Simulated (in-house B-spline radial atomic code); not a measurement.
Values are calculated unless marked as measured or tabulated.
# Stopping and range of 1 keV C in Ge

The pair potential comes from two frozen, spherical free-atom densities (PBE, B-spline radial code, scalar-relativistic past argon): electrostatics plus the change in Thomas-Fermi kinetic and Dirac exchange energy where they overlap, the recipe behind the universal ZBL potential, which averages such potentials (from solid-state densities) over many pairs. It is written V = (Z1 Z2 e²/r) φ(r/a), with e² = 14.3996 eV·Å and a = 0.46850 Å/(Z1^0.23 + Z2^0.23); ZBL's fit is φ = 0.18175 e^(−3.1998x) + 0.50986 e^(−0.94229x) + 0.28022 e^(−0.4029x) + 0.02817 e^(−0.20162x). Where φ falls below 4e-4 it is continued as an exponential.

The target is taken as amorphous, with density 5.3234 g/cm³ (NSM archive of the Ioffe Institute); channelling is ignored. Masses: C 12.01, Ge 72.63 u. Nuclear stopping is S_n = 4π a Z1 Z2 e² M1/(M1 + M2) × s_n(ε), with s_n integrated over impact parameters for each pair. Electronic stopping is Lindhard and Scharff's S_e = Z1^(1/6) 8π e² a0 Z1 Z2/(Z1^(2/3) + Z2^(2/3))^(3/2) × v/v0, with a0 = 0.529177 Å and v = v0 at 24.801 keV/u; it misses the oscillations with Z1 seen in experiment, which reach tens of per cent. Compounds add by atom fraction.

```
target atom    a (Å)  ε at this energy  s_n, this pair  s_n, ZBL potential
         Ge  0.12563           0.03899          0.2645              0.2576
```

(1) What are the atom density and the stopping powers at entry?

Along the track:

```tsv
E (keV)	N S_n (eV/nm)	N S_e (eV/nm)
0.05	23	5.79
0.15	38.5	10
0.3	50	14.2
0.5	59.1	18.3
0.75	66.7	22.4
1	72.3	25.9
```

(2) Estimate the path length and the projected range.

Answers

(1) N = 5.3234 × 0.602214/72.63 = 0.04414 atoms/Å³. For Ge: S_n = 619.3 × 0.2645 = 163.8 eV·Å², S_e = 1.8554 × √1000 = 58.67 eV·Å². Averaged over the target's atoms and times N × 10 Å/nm, the ion loses N S_n = 72.3 eV/nm to recoils and N S_e = 25.9 eV/nm to electrons; the nuclear share is 74 %.

(2) With continuous slowing down the path is the integral of dE/(N (S_n + S_e)). Trapezoids over the table give 14 nm, and the stretch below the first row, with stopping taken as √E, adds 2E/(N S) = 3.5 nm: 17.5 nm in all, against 16.2 nm on a fine grid from 5 eV, a cut that itself drops some per cent of so short a path. Deflections shorten the depth: to first order in the energy passed on, N (S_n + S_e) dR_p/dE = 1 − N S_n (M2/M1) R_p/(2E), summed over the target's atoms, and integrating this on the fine grid gives R_p = 3.48 nm, 0.22 of the path. Lindhard's rule of thumb R/(1 + M2/3M1), with mean M2/M1 = 6.05, gives 5.37 nm; it is meant for M2/M1 below about 2. On the ZBL potential the same equation gives 3.58 nm, and the full integral equation, which keeps hard collisions, 3.7 nm.
